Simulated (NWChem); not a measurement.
# Si₂H₄OClF; SMILES O[Si@](F)([SiH3])Cl

```xyz
9

O      1.3579     0.1081    -1.3464
Si     0.3905     0.0506    -0.0202
F      1.2770     0.3179     1.3113
Si    -0.6638    -2.0202     0.0860
Cl    -0.9870     1.5890    -0.0675
H      1.7881     0.9401    -1.5720
H      0.3544    -3.1099     0.1428
H     -1.5196    -2.1844    -1.1253
H     -1.5147    -2.0592     1.3112
```
Atoms are numbered in this order, from 1.

All runs use the structure optimised with PBE0/def2-SVP.

Give the principal values of the shielding tensors (ppm) of O1, Si2, F3, Si4, Cl5 from LDA (Slater exchange, VWN5)/pcSseg-1, GIAO (NWChem), with their diamagnetic and paramagnetic parts as GIAO splits them.


```json
[
 {"atom": "O1", "σ11": "177.1", "σ22": "235.0", "σ33": "274.3", "isotropic": "228.8", "diamagnetic": "390.3", "paramagnetic": "-161.4"},
 {"atom": "Si2", "σ11": "293.6", "σ22": "312.9", "σ33": "343.3", "isotropic": "316.6", "diamagnetic": "881.5", "paramagnetic": "-564.9"},
 {"atom": "F3", "σ11": "183.6", "σ22": "237.6", "σ33": "314.0", "isotropic": "245.1", "diamagnetic": "473.2", "paramagnetic": "-228.1"},
 {"atom": "Si4", "σ11": "436.5", "σ22": "437.5", "σ33": "447.9", "isotropic": "440.6", "diamagnetic": "882.4", "paramagnetic": "-441.8"},
 {"atom": "Cl5", "σ11": "618.3", "σ22": "666.3", "σ33": "993.7", "isotropic": "759.4", "diamagnetic": "1148.4", "paramagnetic": "-389.0"}
]
```
